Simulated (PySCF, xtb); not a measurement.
NbF₄, SMILES [F][Nb]([F])([F])[F] (connectivity only; charge and spin as stated), neutral, multiplicity 2.

Harmonic wavenumbers (cm⁻¹) from GFN2-xTB in xtb at its own minimum, in rising order: 127, 157, 179, 180, 243, 429, 482, 522, 524.

**Question.** What does PySCF 2.14.0 with PBE0-D3(BJ)/def2-SVP give at its own minimum? (An estimate is asked for; the answer gives what the named calculation found.)

**Answer.** 151, 163, 163, 176, 199, 684, 706, 740, 740. Paired by order, the mean absolute difference is 112 cm⁻¹ and the zero-point energies are 4.1 and 5.3 kcal/mol.
